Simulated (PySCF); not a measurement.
Compound: C5H8NO (doublet state).
SMILES with atom numbers: `[CH:1]1[CH2:2][CH2:3][CH:4]=[N:5][CH2:6][O:7]1` (hydrogens: H8 on C1; H9, H10 on C2; H11, H12 on C3; H13 on C4; H14, H15 on C6)

Method used: UKS B3LYP, pcH-1 on C H N O, non-relativistic, mean-field spin-orbit, GIAO in PySCF. One conformer (not necessarily the lowest) at the GFN2-xTB geometry, without solvent, vibrations or thermal averaging. Couplings are sensitive to structure, and on GFN2-xTB geometries they can be far from those on DFT ones. The SCF solution wasn't tested for stability.

Problem. Where do the isotropic ENDOR lines of C1, C3, C2, C6, C4, N5, H8, H9/H10, H14/H15 and H11/H12 fall at 348.6 mT, to first order?

Solution. ν± = |νn ± a/2|, one line for each electron-spin manifold; νn = |g_N| × 7.62259 MHz/T × B.

```csv
nuclei,isotope,g_N,νn (MHz),a_iso (MHz),lower line (MHz),upper line (MHz)
C1,13C,1.4048,3.73,149.49,71.01,78.48
C3,13C,1.4048,3.73,71.83,32.18,39.65
C2,13C,1.4048,3.73,-12.87,2.70,10.17
C6,13C,1.4048,3.73,-3.99,1.74,5.73
C4,13C,1.4048,3.73,-2.24,2.61,4.85
N5,14N,0.4038,1.07,3.31,0.58,2.73
H8,1H,5.5857,14.84,-40.51,5.41,35.10
H9/H10,1H,5.5857,14.84,36.12,3.22,32.90
H14/H15,1H,5.5857,14.84,7.84,10.92,18.76
H11/H12,1H,5.5857,14.84,3.19,13.25,16.44
```

The rows for 13C, of low natural abundance, apply to labelled samples.

Problem. Which pairs are centred on the nuclear Larmor frequency, and which on half the coupling?

Solution. Centred on νn, since |a| < 2νn: C6, C4, H14/H15 and H11/H12. Centred on |a|/2 and split by 2νn: C1, C3, C2, N5, H8 and H9/H10.

Problem. At what field would the lower line of C1 fall to zero frequency?

Solution. Where νn = |a|/2, that is B = 74.74 MHz/(1.4048 × 7.62259 MHz/T) = 6980 mT, as far as first order holds there.

Nuclei that the bonding pattern makes equivalent are averaged, as if the motion that swaps them (rotation, inversion, ring flip) were fast. The 1H value of +36.1 MHz is a mean of couplings from 1.1 to 71.2 MHz in this one geometry, not an average over conformers. The 1H value of +7.8 MHz is a mean of couplings from -2.0 to 17.7 MHz in this one geometry, not an average over conformers.
